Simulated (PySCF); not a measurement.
Orbital picture of AsS

PBE0 at R = 2.016 Å; basis As cc-pVTZ-PP with ECP10, S cc-pV(T+d)Z; scalar-relativistic core potentials; PySCF 2.14. State: ²Π (doublet), unpaired electrons π ↑. Only the outer orbitals are listed, counted within each symmetry, core potentials removing the inner ones.

```tsv
spin	orbital	occ.	ε (eV)	on As (%)	main shells (%)
α	7σ	1	-21.08	34	62 S s, 29 As s
α	8σ	1	-15.57	60	57 As s, 31 S s, 8 S p
α	9σ	1	-9.44	47	50 S p, 37 As p, 9 As s
α	4π	1	-9.13	37	62 S p, 36 As p
α	4π	1	-8.79	36	63 S p, 34 As p
α	5π	1	-5.65	64	62 As p, 35 S p
α	5π	0	-3.67	66	64 As p, 33 S p
α	10σ	0	0.46	78	76 As p, 31 S p
β	7σ	1	-20.78	32	63 S s, 26 As s
β	8σ	1	-14.81	60	58 As s, 29 S s, 10 S p
β	9σ	1	-9.16	48	49 S p, 36 As p, 12 As s
β	4π	1	-8.72	31	68 S p, 29 As p
β	4π	1	-8.15	29	70 S p, 26 As p
β	5π	0	-3.39	70	69 As p, 28 S p
β	5π	0	-2.61	73	72 As p, 26 S p
β	10σ	0	0.71	79	77 As p, 30 S p
```

**Question.** Which are the highest filled and the lowest empty level, where do they sit, and how wide is the gap?

**Answer.** Highest filled α 5π at -5.65 eV (in %: 62 As p, 35 S p); lowest empty α 5π at -3.67 eV (in %: 64 As p, 33 S p); the gap at PBE0 is 1.98 eV. Both belong to one degenerate shell, split only by its one-sided filling, so this is no excitation gap.

```
bond order (Mayer)                              : 2.28
⟨S²⟩                                            : 0.757
charge on As (Mulliken, basis-dependent)        : 0.22
charge on As (Löwdin, basis-dependent)          : -0.01
dipole moment (positive dipole means As(−)S(+)) : -1.40 D
polarisability along the bond                   : 66.2 bohr³
polarisability across the bond                  : 31.3 bohr³
```

Spin–orbit coupling is left out. The state is the lowest determinant that a PBE0 search found; another state may lie lower at other levels.
